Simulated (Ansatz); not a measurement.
Cl3FHf, SMILES `[F][Hf]([Cl])([Cl])[Cl]`. The species carries charge 0 and has multiplicity 1. Hf: def2 effective core potential.

```xyz
5

F     0.495    1.863   -0.327
Hf    0.019    0.071   -0.012
Cl   -1.467   -0.613   -1.663
Cl    1.938   -1.239   -0.075
Cl   -0.985   -0.083    2.078
```

(1) What are the harmonic wavenumbers in cm⁻¹ at PBE0-D4/def2-TZVP (Ansatz, finite differences of forces, unscaled)? (Estimate.)

(2) Is this a minimum?

(3) Give the ideal-gas thermochemistry at 298.15 K and 1 bar (rigid rotor, harmonic oscillator; point group C3v, symmetry number 3).

(4) And at 400, 500, 600, 800 and 1000 K?

Answers

(1) The calculation gave: 99, 99, 101, 145, 145, 386, 395, 395, 668.

(2) Yes, all 9 modes are real.

(3) Zero-point energy 14.6 kJ/mol; H(298) − E = 36.5 kJ/mol; entropy 375.1 J/(mol·K), of which translation 180.2, rotation 114.7, vibration 80.3; G(298) − E = -75.3 kJ/mol. Modes under 100 cm⁻¹ are hindered rotations or soft bends, so the harmonic entropy is rough.

(4) 
```csv
T (K),H − E (kJ/mol),S (J/mol/K),G − E (kJ/mol)
400,46.6,404.1,-115.1
500,56.8,426.8,-156.6
600,67.1,445.7,-200.3
800,88.2,476.0,-292.6
1000,109.5,499.7,-390.3
```
